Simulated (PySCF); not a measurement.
Candidates: CoF₂⁺, CoCl₂⁺, CoBr₂⁺. Level: PBE0 in the def2-TZVP basis family, all electrons, no relativity, computed in PySCF with density fitting; open shells unrestricted.

One of them gave a quintet of D∞h symmetry with wavenumbers 63 (×2), 727, 907 cm⁻¹.

Problem. Which molecule is it?
A. CoBr₂⁺
B. CoCl₂⁺
C. CoF₂⁺

Solution. C. That is CoF₂⁺, with Co–F 1.661 Å (×2). The others give CoCl₂⁺ 2.037 Å and 572 cm⁻¹ for the highest mode; CoBr₂⁺ 2.189 Å and 446 cm⁻¹ for the highest mode.

Open d or f shells are single determinants, so the state found may not be the ground state. Only the bonding shown was studied: isomers, or loss of a ligand pair, can lie lower.
